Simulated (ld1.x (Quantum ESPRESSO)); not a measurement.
## u(r) = r·R(r): atom against pseudo-atom (Cl (Z = 17))

Columns: radius, all-electron u(r) and pseudo u(r) of the 3p shell (level -8.60 eV) of chlorine in the configuration [Ne] 3s2 3p5; PBE, scalar-relativistic, TM scheme, ld1.x (Quantum ESPRESSO) 7.5.

```csv
r (bohr),all-electron,pseudo
0.060,0.0966,-0.0041
0.120,0.2370,-0.0161
0.180,0.3298,-0.0357
0.240,0.3601,-0.0622
0.300,0.3368,-0.0948
0.360,0.2746,-0.1325
0.420,0.1876,-0.1742
0.480,0.0870,-0.2189
0.540,-0.0188,-0.2658
0.600,-0.1239,-0.3140
0.660,-0.2243,-0.3632
0.720,-0.3174,-0.4129
0.780,-0.4017,-0.4627
0.840,-0.4769,-0.5123
0.900,-0.5427,-0.5607
0.960,-0.5993,-0.6068
1.020,-0.6469,-0.6492
1.080,-0.6859,-0.6864
1.140,-0.7170,-0.7170
1.200,-0.7407,-0.7407
1.260,-0.7578,-0.7578
1.320,-0.7690,-0.7690
1.380,-0.7750,-0.7750
1.440,-0.7764,-0.7764
1.500,-0.7739,-0.7739
1.560,-0.7679,-0.7679
```

How many radial nodes do the two functions have?

The all-electron 3p function has n − l − 1 = 1; the pseudo-wave has 0, since the states of the same l below it are removed with the core.

At about which radius was the pseudo-wave matched?

1.20 bohr, where the columns begin to agree (steps of 0.06 bohr).

Is the pseudo-wave norm-conserving?

Yes: the TM scheme keeps the norm inside the radius equal to the all-electron one, which fixes the energy derivative of the logarithmic derivative at the level.
